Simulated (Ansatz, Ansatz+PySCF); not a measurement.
```xyz
2

Cu    0.0000    0.0000   -0.8315
Cl    0.0000    0.0000    1.4184
```

Basis set: def2-SVP (spherical functions). Frozen core: 10 orbitals. Charge 0, multiplicity 1.

Computed with Ansatz (development build ahead of 0.2.0); each method stands on the lowest determinant of its kind that the runs found. Restricted open shells among the atoms or ions are ROHF, correlated in semicanonical orbitals with singles.

The atomization energy at this shape (free ground-state atoms in the same class of orbitals less the molecule, no zero-point energy) of singlet CuCl:

| method | atomization energy |
| --- | --- |
| RHF-MP2 | 80.44 kcal/mol |
| RHF-CCSD(T) | 77.17 kcal/mol |
| RHF-CCSD | 76.87 kcal/mol |
| UHF | 58.77 kcal/mol |

Problem. What does RHF give?

Solution. 61.37 kcal/mol.
